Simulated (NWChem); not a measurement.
## Excited singlets of HBrPb by symmetry

```xyz
3

Pb    -0.5357     0.5680     0.0000
H      0.7632     1.9002     0.0000
Br     1.2332    -1.3849     0.0000
```
Charge 0, spin multiplicity 1.

Program: NWChem. All single points use one geometry, from PBE0/def2-SVP with def2 effective core potentials on Pb, a minimum by its harmonic frequencies.

Basis set: def2-SVPD. Symmetry labels belong to the abelian group Cs used in the runs, with the axes of the coordinates shown. Entries are the lowest vertical excitation energy of each symmetry in eV (for CIS and TDDFT among the lowest few roots); a state of one symmetry need not have the same character in every method. Symmetries that some method's roots don't reach, or where a double excitation leads the EOM-CCSD root, are left out.

Effective core potentials replace the inner electrons of Pb; spin-orbit coupling is left out. The correlated methods keep 13 core orbitals frozen. B3LYP has NWChem's definition, with VWN1-RPA local correlation. The structure started from a generated list of species. Coupled-cluster values serve here as a point of comparison, not as the truth.

| method | a" | a' |
|---|---|---|
| CIS | 3.19 | 5.26 |
| TD-PBE | 2.34 | 3.64 |
| TD-B3LYP | 2.52 | 3.87 |
| TD-PBE0 | 2.65 | 4.07 |
| EOM-CCSD | 2.80 | 4.47 |
